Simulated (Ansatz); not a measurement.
The cluster Zn₃O₃, relaxed as a singlet with RKS r2SCAN-D4/def2-SVP in Ansatz, starting from the GFN1-xTB geometry. Force threshold 0.02 eV/Å.

The structure holds 2 bonds between oxygen atoms, so isomers without such links may lie far lower. The restricted singlet is unstable towards broken spin symmetry in Hartree–Fock (as tested in another run); at r2SCAN-D4/def2-SVP this wasn't settled. Another isomer (singlet) lies 6.24 eV lower at PBE0-D4/def2-TZVP; other spin states weren't run for this one.

Start:

```xyz
6

Zn   -1.061   -0.681    1.905
Zn    0.055    0.251   -1.504
Zn   -1.971   -0.636   -0.520
O     1.147   -0.737   -0.247
O     1.435    0.477    0.298
O     0.396    1.326    0.068
```

```tsv
step	energy (eV)	largest force component (eV/Å)	SCF passes
1	-151364.7858	2.255	22
2	-151365.0642	0.751	30
3	-151365.2724	0.604	30
4	-151365.4312	0.314	29
5	-151365.4452	0.074	22
6	-151365.4464	0.032	24
7	-151365.4470	0.025	24
8	-151365.4488	0.077	23
9	-151365.4525	0.117	23
10	-151365.4606	0.167	23
11	-151365.4752	0.211	23
12	-151365.4960	0.224	23
13	-151365.5174	0.193	22
14	-151365.5365	0.224	29
15	-151365.5461	0.071	24
16	-151365.5465	0.025	25
17	-151365.5465	0.017	25
```

Force components are those of the run's own axes.

End:

```xyz
6

Zn   -0.7193   -0.5729    2.0079
Zn    0.1818    0.3633   -1.9488
Zn   -1.3796   -0.4468   -0.3426
O     0.8487   -0.8340   -0.3047
O     0.9706    0.2658    0.5776
O     0.0978    1.2246    0.0106
```

By distances, no bond broke or formed. The bond that changes most is Zn2–O6, from 1.93 to 2.14 Å (atoms count from 1).

No frequencies were taken in this run, so the end may be a saddle point.

Run time 47 s (4 threads of Arm Neoverse V2 on a shared host).
